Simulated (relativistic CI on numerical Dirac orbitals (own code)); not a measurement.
## Line list: Forbidden lines, Sr XVII

Computed by Dirac-Coulomb-Breit CI, separate exchange-only KLI orbitals for each configuration, model QED, unscaled Slater integrals (own radial code, finite nucleus).

Configuration list (outside the closed core [Ne]): 3s²3p⁶3d⁴, 3s²3p⁵3d⁵, 3s3p⁶3d⁵, 3s²3p⁶3d³4s, 3s²3p⁶3d³4p, 3s²3p⁶3d³4d, 3s²3p⁶3d³4f, 3s²3p⁵3d⁴4s, 3s²3p⁶3d²4s4p, 3s²3p⁶3d³5s, 3s²3p⁶3d³5p, 3p⁶3d⁶, 3p⁵3d⁷, 3s²3p⁶3d²4s², 3s²3p⁶3d4s²4p, 3s²3p⁶3d4s²4d, 3s²3p⁶3d4s²4f, 3s²3p⁶3d²4p², 3s²3p⁶3d4s4p², 3s²3p⁶3d4p³, 3s²3p⁶3d4p²4d, 3s²3p⁶3d4p²4f. Double excitations out of closed p, d and f shells are left out; levels of such configurations are missing from the list, as are those of other unlisted configurations, and high levels can miss mixing partners. These lack a partner that the ground configuration has and come out too high: 3s²3p⁵3d⁴4s.

```tsv
λ vac (Å)	Lower	Upper	Type	A (s⁻¹)	log gf
882.11	3s²3p⁶3d⁴ ⁵D0 [1]	3s²3p⁶3d⁴ ³D1 [21]	M1	1.26e+02	-7.36
911.85	3s²3p⁶3d⁴ ⁵D1 [2]	3s²3p⁶3d⁴ ³D1 [21]	M1	8.11e+01	-7.52
940.84	3s²3p⁶3d⁴ ⁵D1 [2]	3s²3p⁶3d⁴ ³D2 [19]	M1	1.01e+02	-7.17
956.28	3s²3p⁶3d⁴ ⁵D2 [3]	3s²3p⁶3d⁴ ³D1 [21]	M1	3.35e+01	-7.86
988.22	3s²3p⁶3d⁴ ⁵D2 [3]	3s²3p⁶3d⁴ ³D2 [19]	M1	3.24e+01	-7.63
1019.4	3s²3p⁶3d⁴ ⁵D2 [3]	3s²3p⁶3d⁴ ³D3 [18]	M1	7.90e+01	-7.06
1045.4	3s²3p⁶3d⁴ ⁵D3 [4]	3s²3p⁶3d⁴ ³D2 [19]	M1	2.55e+02	-6.68
1080.4	3s²3p⁶3d⁴ ⁵D3 [4]	3s²3p⁶3d⁴ ³D3 [18]	M1	4.46e+01	-7.26
1149.8	3s²3p⁶3d⁴ ⁵D4 [5]	3s²3p⁶3d⁴ ³D3 [18]	M1	1.90e+02	-6.58
1186.1	3s²3p⁶3d⁴ ⁵D2 [3]	3s²3p⁶3d⁴ ³F3 [16]	M1	5.16e+01	-7.12
1269.5	3s²3p⁶3d⁴ ⁵D3 [4]	3s²3p⁶3d⁴ ³F3 [16]	M1	1.08e+02	-6.74
1271.0	3s²3p⁶3d⁴ ⁵D4 [5]	3s²3p⁶3d⁴ ³G5 [17]	M1	6.44e+00	-7.77
1288.8	3s²3p⁶3d⁴ ⁵D3 [4]	3s²3p⁶3d⁴ ³G4 [15]	M1	3.03e+01	-7.17
1310.5	3s²3p⁶3d⁴ ⁵D3 [4]	3s²3p⁶3d⁴ ³P2 [14]	M1	2.35e+02	-6.52
1330.9	3s²3p⁶3d⁴ ⁵D1 [2]	3s²3p⁶3d⁴ ³F2 [12]	M1	9.75e+01	-6.89
1346.0	3s²3p⁶3d⁴ ⁵D0 [1]	3s²3p⁶3d⁴ ³P1 [9]	M1	1.84e+01	-7.82
1366.4	3s²3p⁶3d⁴ ⁵D4 [5]	3s²3p⁶3d⁴ ³F3 [16]	M1	2.09e+01	-7.39
1388.8	3s²3p⁶3d⁴ ⁵D4 [5]	3s²3p⁶3d⁴ ³G4 [15]	M1	6.49e+01	-6.77
1427.7	3s²3p⁶3d⁴ ⁵D2 [3]	3s²3p⁶3d⁴ ³F2 [12]	M1	1.40e+02	-6.67
1460.2	3s²3p⁶3d⁴ ⁵D3 [4]	3s²3p⁶3d⁴ ³F4 [13]	M1	6.45e+01	-6.73
1481.6	3s²3p⁶3d⁴ ⁵D2 [3]	3s²3p⁶3d⁴ ³G3 [10]	M1	7.35e+01	-6.77
1526.7	3s²3p⁶3d⁴ ⁵D2 [3]	3s²3p⁶3d⁴ ³P1 [9]	M1	5.96e+02	-6.20
1550.3	3s²3p⁶3d⁴ ⁵D3 [4]	3s²3p⁶3d⁴ ³F2 [12]	M1	1.41e+01	-7.60
1589.9	3s²3p⁶3d⁴ ⁵D4 [5]	3s²3p⁶3d⁴ ³F4 [13]	M1	2.44e+02	-6.08
1614.0	3s²3p⁶3d⁴ ⁵D3 [4]	3s²3p⁶3d⁴ ³G3 [10]	M1	1.63e+02	-6.35
1773.9	3s²3p⁶3d⁴ ⁵D4 [5]	3s²3p⁶3d⁴ ³G3 [10]	M1	1.63e+01	-7.27
1791.0	3s²3p⁶3d⁴ ⁵D1 [2]	3s²3p⁶3d⁴ ³P0 [6]	M1	8.44e+02	-6.39
1857.6	3s²3p⁶3d⁴ ³P0 [6]	3s²3p⁶3d⁴ ³D1 [21]	M1	1.06e+02	-6.78
1973.1	3s²3p⁶3d⁴ ⁵D3 [4]	3s²3p⁶3d⁴ ³H4 [7]	M1	1.31e+01	-7.16
2217.4	3s²3p⁶3d⁴ ⁵D4 [5]	3s²3p⁶3d⁴ ³H4 [7]	M1	5.82e+01	-6.41
2559.5	3s²3p⁶3d⁴ ³P1 [9]	3s²3p⁶3d⁴ ³D1 [21]	M1	1.05e+02	-6.51
2681.7	3s²3p⁶3d⁴ ³F4 [13]	3s²3p⁶3d⁴ ¹G4 [22]	M1	2.68e+02	-5.59
2693.7	3s²3p⁶3d⁴ ³H5 [8]	3s²3p⁶3d⁴ ¹I6 [20]	M1	8.55e+01	-5.92
3075.0	3s²3p⁶3d⁴ ³H6 [11]	3s²3p⁶3d⁴ ¹I6 [20]	M1	8.57e+01	-5.80
3210.1	3s²3p⁶3d⁴ ³F2 [12]	3s²3p⁶3d⁴ ³D2 [19]	M1	3.44e+01	-6.58
3907.0	3s²3p⁶3d⁴ ³H5 [8]	3s²3p⁶3d⁴ ³G5 [17]	M1	4.54e+01	-5.94
4763.8	3s²3p⁶3d⁴ ³H6 [11]	3s²3p⁶3d⁴ ³G5 [17]	M1	3.15e+01	-5.93
5285.2	3s²3p⁶3d⁴ ³H5 [8]	3s²3p⁶3d⁴ ³G4 [15]	M1	1.25e+01	-6.33
5617.9	3s²3p⁶3d⁴ ³H4 [7]	3s²3p⁶3d⁴ ³F4 [13]	M1	6.87e+01	-5.53
5947.9	3s²3p⁶3d⁴ ³G3 [10]	3s²3p⁶3d⁴ ³F3 [16]	M1	4.22e+01	-5.80
6119.5	3s²3p⁶3d⁴ ³P1 [9]	3s²3p⁶3d⁴ ³P2 [14]	M1	5.91e+01	-5.78
6337.0	3s²3p⁶3d⁴ ³F4 [13]	3s²3p⁶3d⁴ ³G5 [17]	M1	3.09e+01	-5.69
6774.1	3s²3p⁶3d⁴ ³P0 [6]	3s²3p⁶3d⁴ ³P1 [9]	M1	5.42e+01	-5.95
7008.9	3s²3p⁶3d⁴ ³F2 [12]	3s²3p⁶3d⁴ ³F3 [16]	M1	3.55e+01	-5.74
12523.2	3s²3p⁶3d⁴ ³H4 [7]	3s²3p⁶3d⁴ ³H5 [8]	M1	1.07e+01	-5.56
```

Terms are leading LS components. Brackets give the number of a level in order of energy, since labels repeat. The list gives strong lines, with weight on those to low levels, among the lowest 200 of 2362 levels, so that lines to higher ones, which can be the strongest, are missing. Levels whose partners in the same complex of configurations lie outside the list can be far off, and so can their lines. Rates are taken at the computed energies, electric ones in the length gauge.

At this charge energies of transitions that change n are usually good to better than 1 %, and those within a shell (Δn = 0) to a few per cent. Terms inside the open d or f shell come out 10 to 20 % too wide with unscaled integrals.

LS names give the leading component of a level, which can be under half, so a name can repeat, a term be missing and a line seem to break the LS rules.
